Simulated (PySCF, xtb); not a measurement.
HO3S, SMILES O=S(=[OH+])=O, charge +1.

GFN2-xTB in xtb at its own geometry gives an orbital gap of 4.42 eV.

The structure is a stationary point at PBE0-D3(BJ)/def2-SVP. The isomer is the one that the SMILES or the coordinates give; other isomers of the formula were not compared.

**Question.** What does CAM-B3LYP/def2-TZVPD in PySCF give? (The exact figures need the calculation; the answer reports its results.)

**Answer.** gap 10.55 eV (levels -19.57 and -9.02 eV).
